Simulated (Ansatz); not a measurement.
The first iterations of a band of ClH5N2Si (9 atoms, charge 0, multiplicity 1).

Computed with RKS BHLYP-D4/6-31G* (Ansatz 0.2.0).

```json
{
  "movable images": "7",
  "climbing image": "yes",
  "spring": "5.0 eV/Å²",
  "optimiser": "quadratic models (default)",
  "start path": "IDPP",
  "force threshold": "0.05 eV/Å",
  "iteration limit": "56",
  "end points": "relaxed"
}
```

Initial state:

```xyz
9
Properties=species:S:1:pos:R:3
N -0.502 1.303 -0.396
Si 0.361 -0.160 -0.343
N 0.060 -0.891 1.159
Cl -0.307 -1.194 -2.022
H -0.803 1.712 -1.260
H -0.428 1.971 0.348
H 1.823 -0.137 -0.496
H 0.674 -1.602 1.514
H -0.879 -1.002 1.496
```

Final state:

```xyz
9
Properties=species:S:1:pos:R:3
N -0.504 1.302 -0.394
Si 0.362 -0.160 -0.343
N 0.063 -0.891 1.159
Cl -0.307 -1.195 -2.021
H -0.429 1.971 0.349
H -0.805 1.710 -1.258
H 1.823 -0.133 -0.498
H 0.673 -1.604 1.514
H -0.877 -0.999 1.494
```

| iteration | highest image above the first end (eV) | largest band force component (eV/Å) |
| --- | --- | --- |
| 1 | 0.294 | 0.950 |
| 2 | 0.179 | 0.349 |
| 3 | 0.152 | 0.213 |
| 4 | 0.139 | 0.196 |

Q: Does the band converge within its limit, and where does its top end?

A: It converged. It ended after 12 iterations with the highest image 0.119 eV above the first end. The profile has 2 maxima (images 3, 6) with wells between them (image 5): this band takes more than one step, which may be the mechanism or a detour left from its start path. A vibrational analysis at the climbing image gives one clearly imaginary mode, 250i cm⁻¹: a first-order saddle point.

Run time: 5.2 min on 1 thread of Arm Neoverse V1, on a shared host, peak memory 0.17 GiB.
